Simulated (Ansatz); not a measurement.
```yaml
crystal:
  periodic: [false, false, false]
  atoms:
    - {symbol: O, position_ang: [0.104152, 3.377118, 0.746336]}
    - {symbol: Zn, position_ang: [0.036450, 1.657946, 0.347134]}
    - {symbol: N, position_ang: [0.046851, -0.135649, 0.026357]}
    - {symbol: Si, position_ang: [-1.109642, -1.118376, 0.844087]}
    - {symbol: Si, position_ang: [1.195860, -0.757838, -1.098197]}
    - {symbol: H, position_ang: [-0.443277, 3.947448, 0.204034]}
    - {symbol: H, position_ang: [-1.999563, -1.838532, -0.110397]}
    - {symbol: H, position_ang: [-0.460076, -2.142331, 1.710067]}
    - {symbol: H, position_ang: [-1.954334, -0.241225, 1.704485]}
    - {symbol: H, position_ang: [2.003022, 0.377651, -1.629581]}
    - {symbol: H, position_ang: [0.534821, -1.443159, -2.244890]}
    - {symbol: H, position_ang: [2.122636, -1.738154, -0.465436]}
basis:
  gaussian: {orbitals: def2-SVPD}
total_charge: -2
hamiltonian: {xc: {name: RPBE}, dispersion: d3bj}
output: {forces: true}
```

```sh
$ ansatz run in.yaml --threads 4 --pin off --events-out ev --progress --plain --max-ram 11315MiB
```

Output, abridged:

```
Functional definition: RPBE
1643 factors; their error is unknown
mean field evaluation 1: about -67795.2443 eV, gradient 8.1e1 eV
mean field evaluation 2: about -67752.1071 eV, gradient 1.7e2 eV
mean field evaluation 4: about -67804.8171 eV, gradient 2.3e1 eV
mean field evaluation 8: about -67806.2881 eV, gradient 7.9e-1 eV
mean field evaluation 16: about -67806.2388 eV, gradient 1.4e-3 eV
mean field -67806.23878115 eV, -2491.8333144877 hartree, gradient 2.6e-5 eV, S^2 0.000000; 3 other end points of the search recorded, 0 dependent functions left out
reference -67806.23884253 eV, -2491.8333167436 hartree; 41, 41 occupied and 140, 140 virtual orbitals, 1643 factors
Total energy: -67808.05124324 eV, -2491.8999212413 hartree
Atom 0 at     0.104152     3.377118     0.746336 Å, force     0.897552     1.618217     1.363016 eV/Å
Atom 1 at     0.036450     1.657946     0.347134 Å, force    -0.299724     0.027378    -0.349728 eV/Å
Atom 2 at     0.046851    -0.135649     0.026357 Å, force     0.067073    -1.371187    -0.176008 eV/Å
Atom 3 at    -1.109642    -1.118376     0.844087 Å, force     0.566692     0.090972    -0.486597 eV/Å
Atom 4 at     1.195860    -0.757838    -1.098197 Å, force    -0.575432    -0.088486     0.477910 eV/Å
Atom 5 at    -0.443277     3.947448     0.204034 Å, force    -0.686604     0.623389    -0.697240 eV/Å
Atom 6 at    -1.999563    -1.838532    -0.110397 Å, force    -0.425597    -0.410425    -0.166468 eV/Å
Atom 7 at    -0.460076    -2.142331     1.710067 Å, force     0.037626    -0.510346     0.375545 eV/Å
Atom 8 at    -1.954334    -0.241225     1.704485 Å, force    -0.297393     0.360624     0.316327 eV/Å
Atom 9 at     2.003022     0.377651    -1.629581 Å, force     0.287022     0.451954    -0.177568 eV/Å
Atom 10 at     0.534821    -1.443159    -2.244890 Å, force    -0.022799    -0.346528    -0.506936 eV/Å
Atom 11 at     2.122636    -1.738154    -0.465436 Å, force     0.451583    -0.445561     0.027747 eV/Å
Dipole moment:     0.006390    -1.538124    -0.277969 e Å
```

What is wrong with this run?

The charge is far from anything that the molecule holds. The calculation finished and met its thresholds. The result belongs to that input, not to the molecule as meant.
